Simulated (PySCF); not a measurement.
BrPb, neutral, multiplicity 2. Atoms are numbered in the order given.

```xyz
2

Pb     0.0000     0.0000    -0.7892
Br     0.0000     0.0000     1.8489
```
Charge 0, spin multiplicity 2.

The structure is a stationary point at B3LYP-D3(BJ)/def2-TZVP. The multiplicity is an assumed one; other spin states were not compared. The def2 effective core potentials stand for the cores of Pb; spin–orbit coupling is left out.

Computed with B3LYP/def2-TZVPD (PySCF).

Mulliken values depend strongly on the basis, most of all with diffuse functions as here. ESP charges are fitted to the potential on shells at 1.4 to 2.0 van der Waals radii. Atomic charges (e):

```tsv
atom	ESP fit	Mulliken	Mulliken spin
Pb1	(withheld)	0.37	1.00
Br2	(withheld)	-0.37	0.00
```

Some entries are withheld; supply them. (Estimate from the structure and the level; the computed values follow.)


- Pb1, ESP fit: 0.29
- Br2, ESP fit: -0.29
